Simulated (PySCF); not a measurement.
Compound: C2H6Cl3Si2 (doublet state).
Z-matrix (Å and degrees, GFN2-xTB geometry), rows numbered from 1:
```
Si
C   1  1.9257
Si  2  1.8931  1  116.07
Cl  3  2.0328  2  112.44  1    65.99
C   3  1.9409  2  111.13  1   -52.48
Cl  5  1.7969  3  111.06  2    73.31
Cl  5  1.7753  3  109.49  2   -47.35
H   1  1.4614  2  109.41  3   -49.25
H   1  1.4594  2  109.12  3    73.66
H   1  1.4654  2  106.38  3  -168.02
H   2  1.0892  1  108.06  3  -123.35
H   2  1.0899  1  108.34  3   122.00
H   5  1.0895  3  114.39  2  -166.82
```

The hyperfine couplings belong to this conformer and change with its torsions.

Identity: `[SiH3]C[Si](Cl)C(Cl)Cl` [radical].

Level of theory: PySCF, UKS B3LYP, pcH-1 on C Cl H Si, non-relativistic, mean-field spin-orbit, GIAO. The structure is a single GFN2-xTB conformer in the gas phase; no vibrational or solvent corrections. Couplings are sensitive to structure, and on GFN2-xTB geometries they can be far from those on DFT ones, by a factor of two or more for some ions and for spin on atoms past the first row. The SCF solution wasn't tested for stability.

Q: The isotropic 29Si couplings are -644.5, -27.8 MHz. Assign them to Si1; Si3.

A: 
```csv
site,a_iso (MHz),ρ(0) (bohr⁻³),position,distance from Si3 (Å),spin population,largest |T| (MHz)
Si1,-27.8,+0.0313,2 bonds from Si3,3.24,+0.03,10.2
Si3,-644.5,+0.7261,largest spin population,0.00,+0.81,148.9
```

Q: Match the computed a_iso(13C) values +102.5, +38.7 MHz with the sites C2; C5.

A: 
```tsv
site	a_iso (MHz)	ρ(0) (bohr⁻³)	position	distance from Si3 (Å)	spin population	largest |T| (MHz)
C2	+38.7	+0.0344	1 bond from Si3	1.89	+0.04	15.2
C5	+102.5	+0.0912	1 bond from Si3	1.94	+0.02	8.6
```

Q: The isotropic 35Cl couplings, averaged over equivalent nuclei, are +21.4, +4.8 MHz. Assign them to Cl4; Cl6/Cl7.

A: 
| site | a_iso (MHz) | ρ(0) (bohr⁻³) | position | distance from Si3 (Å) | bound to | spin population there | largest \|T\| (MHz) |
| --- | --- | --- | --- | --- | --- | --- | --- |
| Cl4 | +21.4 | +0.0482 | 1 bond from Si3 | 2.03 | Si3 | +0.81 | 34.2 |
| Cl6/Cl7 | +4.8 | +0.0107 | 2 bonds from Si3 | 3.06 | C5 | +0.02 | 9.9 |

ρ(0) is the spin density at the nucleus and T the dipolar tensor; a_iso includes a spin–orbit part; entries for several nuclei are means. Largest spin populations (Mulliken): Si3 (+0.81) and Cl4 (+0.06). No atom but Si3 exceeds +0.15. The angles at Si3 add up to 329.4°, so it is pyramidal.

Nuclei that the bonding pattern makes equivalent are averaged, as if the motion that swaps them (rotation, inversion, ring flip) were fast. The three 1H nuclei of mean +4.2 MHz run from -1.6 to 15.1 MHz in the frozen geometry. The 35Cl value of +4.8 MHz is a mean of couplings from -0.2 to 9.8 MHz in this one geometry, not an average over conformers.
